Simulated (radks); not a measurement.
The numbers below are computed, except where a source is named.
The mean radii <r> (bohr) of the occupied orbitals of an atom or ion are listed with their occupations. Code: a radial shooting solver on a logarithmic mesh with Libxc functionals. Model: non-relativistic Kohn-Sham, TPSS, spin-polarised, spherical densities, point nucleus; meta-GGA in the generalised Kohn-Sham scheme.

orbital  occ.      <r>
1s up       1  0.02332
1s down     1  0.02332
2s up       1  0.09777
2s down     1  0.09772
2p up       3  0.08283
2p down     3  0.08282
3s up       1   0.2311
3s down     1   0.2315
3p up       2   0.2187

Name the element and its charge. Open shells, if any, are filled with parallel spins first.

Answer. Z = 65, terbium, charge +51: Tb51+ in [Ne] 3s2 3p2. The 1s radius gives Z: for a bare nucleus <r> = 1.5/Z, 0.02308 bohr for Z = 65, and screening makes it slightly larger (0.02332 here). The occupations add up to 14, and the charge is Z minus that.
